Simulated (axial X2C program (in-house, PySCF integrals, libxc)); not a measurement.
# ScGe along the bond: PBE0, 2c

All values were computed with an in-house relativistic program for diatomic molecules. Two-component (2c) means X2C with spin–orbit coupling and atomic mean-field two-electron Coulomb and Gaunt terms. Basis: Ge dyall-cv3z [9s9p7d4f1g], Sc dyall-cv3z [10s11p7d5f2g] (cores contracted in-house); Gaussian nuclei, density fitting, unrestricted open shells. Masses: Ge 73.921 u, Sc 44.956 u.

State: Ω = 3/2 (⟨Sz⟩ = 1.50, ⟨Lz⟩ = 0.00 at PBE0). Dipoles are positive if Sc is the positive end.

```json
{"R (Å)": "2.405", "μ (D)": "2.983", "HOMO (eV)": "-4.73", "LUMO (eV)": "-2.46"}
{"R (Å)": "2.481", "μ (D)": "3.011", "HOMO (eV)": "-4.78", "LUMO (eV)": "-2.39"}
{"R (Å)": "2.558", "μ (D)": "3.023", "HOMO (eV)": "-4.82", "LUMO (eV)": "-2.33"}
{"R (Å)": "2.647", "μ (D)": "3.028", "HOMO (eV)": "-4.87", "LUMO (eV)": "-2.26"}
{"R (Å)": "2.737", "μ (D)": "3.039", "HOMO (eV)": "-4.91", "LUMO (eV)": "-2.27"}
{"R (Å)": "2.852", "μ (D)": "3.080", "HOMO (eV)": "-4.96", "LUMO (eV)": "-2.35"}
```

Task: The minimum lies at 2.551 Å. What is the dipole moment there, and its slope?

Result: At PBE0, 2c, with the sign and origin stated: μ = 3.02 D, dμ/dR = 0.10 D/Å.

Occupations by symmetry block were frozen at the best pattern of an incomplete PBE0 search. Density functionals use the spin component along the axis (collinear). Other states lie close and PBE0, whose exact exchange favours high spin, may order them wrongly; the determinant shown need not be the ground state. The nearest other spin-free determinant of the search, M_S = 1/2, Λ = 0, lies 0.08 eV up at the distance of the search. With several unpaired electrons one determinant need not be a pure state. A state of lower Ω lies just above, and one determinant can place such states too high, so the state shown need not be the lowest. The search has Ω = 1/2 only 0.08 eV up. This is the top spin component of a Σ state; components of lower Ω are not single determinants and can lie lower. The determinant is spin-polarised beyond a pure state at some levels (its spin-free form has ⟨S²⟩ too high), which makes Re and μ there less reliable.
